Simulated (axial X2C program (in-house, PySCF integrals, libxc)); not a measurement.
# Worked dissociation energy of NaSr⁻: CCSD, spin-free

Calculated with an in-house relativistic program for diatomic molecules. Spin-free means the one-electron spin-free X2C Hamiltonian. Basis: Sr dyall-acv3z [14s13p9d6f1g], Na dyall-av3z [10s9p5d2f] (cores contracted in-house); Gaussian nuclei, density fitting, unrestricted open shells. Masses: Sr 87.906 u, Na 22.990 u.

Molecular state: M_S = 0, Λ = 0 (closed shell).

Correlated methods: 4 electrons correlated (number of frozen shells: Sr 4 s, 3 p, 1 d; Na 2 s, 1 p), 334 virtual spin orbitals or spinors in MP2, 90 natural virtuals in coupled cluster.

```
E(Sr) (2M_S = 0, M_L = 0)  : -3177.381040 hartree
E(Na-) (2M_S = 0, M_L = 0) : -162.088113 hartree
E(NaSr⁻) at Re             : -3339.485720 hartree
ωe                         : 76.7 cm⁻¹
ωexe                       : 0.41 cm⁻¹
```

Q: Work out De and D0.

A: De = -3177.381040 + (-162.088113) − (-3339.485720) = 0.01657 hartree = 0.451 eV. The zero-point energy is ωe/2 − ωexe/4 = 38 cm⁻¹ = 0.005 eV, so D0 = 0.446 eV.

The state is one determinant whose occupation by symmetry is held fixed; it was picked as the lowest of a PBE0 search that is not exhaustive. Dissociation energies refer to the lowest single-determinant-based atoms at the same level and basis. CCSD ran in a truncated set of natural virtual spinors with an MP2 remainder; without triples it tends to underbind. The outer-core s and p shells of the metal are frozen in the correlated rows, which leaves out core–valence correlation; for alkali and alkaline-earth bonds that tends to lengthen them. The T1 diagnostic is large, a sign of multireference character. With the outer-core shells frozen, correlated bond lengths of heavy atoms tend to come out a few hundredths of an ångström too long.

Each atomic determinant is the lowest at this level and need not be a pure term. Totals compare only within one Hamiltonian and basis.
